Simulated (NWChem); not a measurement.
System: C4H8O; SMILES C=C(C)OC

```xyz
13

C      1.4416    -0.4546     0.0000
C      0.0990    -0.4755     0.0000
C     -0.7270    -1.7203     0.0000
O     -0.6985     0.6151     0.0000
C     -0.0958     1.8775     0.0000
H      1.9904    -1.3963     0.0000
H      2.0245     0.4665     0.0000
H     -1.3818    -1.7407     0.8854
H     -1.3818    -1.7407    -0.8854
H     -0.0970    -2.6181     0.0000
H     -0.9051     2.6191     0.0000
H      0.5324     2.0284    -0.8962
H      0.5324     2.0284     0.8962
```
Atoms are numbered in this order, from 1.

Computed with NWChem. Pople sets run with spherical d functions. All runs use the structure optimised with PBE0/def2-SVP. Not confirmed as a minimum by frequencies. Level: PBE/6-31G* with COSMO at NWChem's default radii, gas-phase geometry; the question gives the dielectric constant.

Problem. Estimate the computed values for dielectric constant 1.5. Quantities: electrostatic solvation energy (kcal/mol); dipole in solution (D).

Solution. The electrostatic solvation energy (kcal/mol) comes out as -0.9 and the dipole in solution (D) is 0.60.
